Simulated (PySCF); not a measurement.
A PySCF script (with the pyscf-properties extension) for the NMR shieldings of SMILES C#CBN([SiH3])C(C)C, C5H12BNSi, on a GFN2-xTB geometry:

```python
import basis_set_exchange as bse
import numpy as np
from pyscf import gto, dft
from pyscf.prop import nmr

atoms = """
C    -1.571695    1.345973    2.484771
C    -1.469354    0.536056    1.598781
B    -1.449687   -0.529740    0.517132
N    -0.411251   -0.707134   -0.410736
Si   -0.417721   -1.942106   -1.646935
C     0.784317    0.139126   -0.427699
C     0.425937    1.594973   -0.717879
C     1.576103    0.001877    0.870786
H    -1.641280    2.061732    3.253059
H    -2.374359   -1.252526    0.458849
H    -0.341565   -1.269336   -2.950623
H    -1.637435   -2.728242   -1.527544
H     0.774603   -2.776334   -1.447199
H     1.426363   -0.214050   -1.246909
H    -0.180562    2.000707    0.086825
H     1.330599    2.190741   -0.816348
H    -0.138546    1.660847   -1.645747
H     0.986226    0.359318    1.709951
H     1.829288   -1.042196    1.042592
H     2.494870    0.580993    0.811838
"""
names = dict.fromkeys(["C", "B", "N", "Si", "H"], "pcSseg-1")
basis = {el: gto.basis.parse(bse.get_basis(n, elements=[el], fmt="nwchem")) for el, n in names.items()}
mol = gto.M(atom=atoms, basis=basis, charge=0, verbose=0)
mf = dft.RKS(mol, xc="PBE0")
mf.grids.level = 2
mf.grids.alignment = dft.numint.BLKSIZE   # the property module wants whole blocks of grid points
mf.conv_tol = 1e-9
mf.kernel()

calc = nmr.RKS(mf)   # GIAO
C = mf.mo_coeff
Co = C[:, mf.mo_occ > 0]
resp = mf.gen_response(singlet=True, hermi=2)
def vind(x):   # induced exchange potential for any number of trial vectors
    d = np.einsum("pi,xij,qj->xpq", C, 2 * x.reshape(-1, C.shape[1], Co.shape[1]), Co, optimize=True)
    return np.einsum("xpq,pi,qj->xij", resp(d - d.transpose(0, 2, 1)), C, Co, optimize=True).ravel()
mo1, _ = nmr.rhf.solve_mo1(calc, with_cphf=vind)
sigma = calc.kernel(mo1)
for i, s in enumerate(sigma):   # ppm
    print("%2d %-2s %9.2f" % (i, mol.atom_pure_symbol(i), np.trace(s) / 3))
```

**Question.** What does it print?

**Answer.** 
```
 0 C      70.64
 1 C      90.13
 2 B      68.45
 3 N     113.93
 4 Si    389.99
 5 C     132.87
 6 C     161.73
 7 C     161.83
 8 H      28.37
 9 H      26.81
10 H      26.96
11 H      26.93
12 H      26.97
13 H      28.61
14 H      28.70
15 H      30.73
16 H      30.42
17 H      28.71
18 H      30.42
19 H      30.74
```

These numbers come from an equivalent density-fitted implementation of the same equations, which agrees with the script to about 0.01 ppm for H and up to a few tenths of a ppm for heavy atoms, so last digits may differ.

Size and cost of the density-fitted run: 203 basis functions, 69 s wall time on 1 thread of an Intel Xeon, shared host; peak memory 0.93 GiB.
